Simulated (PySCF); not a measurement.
Match the calculated data to a structure.

All candidates are C5H7NO2.

* Polarisability: 70.5 au [PBE0/def2-SVPD]
* Dipole: 3.71 D [PBE0/def2-SVPD]
* UV, strongest line: among the 8 lowest singlet transitions: S4 at 7.95 eV (156 nm, f = 0.042) [TDDFT PBE0/def2-SVPD]
* Rotational structure: rotational constants A, B, C: 6.248, 0.952, 0.910 GHz [GFN2-xTB]
* Triplet: lowest triplet excitation (Tamm–Dancoff): 5.49 eV [TDA PBE0/def2-SVPD]
* UV, first state: lowest singlet excitation: 6.03 eV (206 nm, f = 0.001) [TDDFT PBE0/def2-SVPD]

The electronic properties come from PySCF, for the isolated species, density fitting. Levels stand in brackets. Geometry: GFN2-xTB, one conformer, isolated molecule.

Question: Which candidate is it?
A. `C=CO/C=C\NC=O`
B. `[H]/N=C/CC(=O)OC=C`
C. `CCC(=O)OCC#N`

Answer: C. It is `CCC(=O)OCC#N`. Numbering: `[CH3:1][CH2:2][C:3](=[O:4])[O:5][CH2:6][C:7]#[N:8]`. Its formula, C5H7NO2, gives 3 degrees of unsaturation: 0 rings and 3 π bonds in the structure found. S1 is mainly HOMO→LUMO (weight 0.81); the largest Löwdin shares of the orbital it empties are 0.62 on the ester carbonyl oxygen, 0.10 on the sp3 carbon next to a carbonyl, 0.09 on the ester carbonyl carbon and 0.08 on the ester single-bonded oxygen, of the orbital it fills 0.28 on the ester carbonyl carbon, 0.21 on the ester carbonyl oxygen, 0.12 on the ester single-bonded oxygen and 0.08 on the nitrile nitrogen. The optimised geometry has point group C1 and is an asymmetric top.

The others, at the same levels:
- `[H]/N=C/CC(=O)OC=C` fails: its computed lowest singlet excitation is 5.18 eV (239 nm, f = 0.009) (against 6.03 eV), lowest triplet excitation (Tamm–Dancoff) is 4.20 eV (against 5.49 eV) and strongest line among the 8 lowest singlet transitions is S3 at 6.08 eV (204 nm, f = 0.240) (against S4 at 7.95 eV).
- `C=CO/C=C\NC=O` fails: its computed lowest singlet excitation is 5.26 eV (236 nm, f = 0.642) (against 6.03 eV), lowest triplet excitation (Tamm–Dancoff) is 3.59 eV (against 5.49 eV) and static isotropic polarisability is 87.5 au (against 70.5 au).

Each candidate is one conformer, not necessarily the lowest. Dipoles, sizes and rotational constants follow the conformer. The torsions of the flexible species, by atom-mapped SMILES:
- `[CH3:1][CH2:2][C:3](=[O:4])[O:5][CH2:6][C:7]#[N:8]`: C1–C2–C3–O4 44°, C2–C3–O5–C6 -178°, C3–O5–C6–C7 114°
- `[H]/[N:8]=[CH:7]/[CH2:6][C:4]([O:3][CH:2]=[CH2:1])=[O:5]`: C1–C2–O3–C4 -179°, C2–O3–C4–O5 0°, O3–C4–C6–C7 -126°, C4–C6–C7–N8 126°
- `[CH2:1]=[CH:2][O:3]/[CH:4]=[CH:5]\[NH:6][CH:7]=[O:8]`: C1–C2–O3–C4 180°, C2–O3–C4–C5 180°, C4–C5–N6–C7 180°, C5–N6–C7–O8 0°
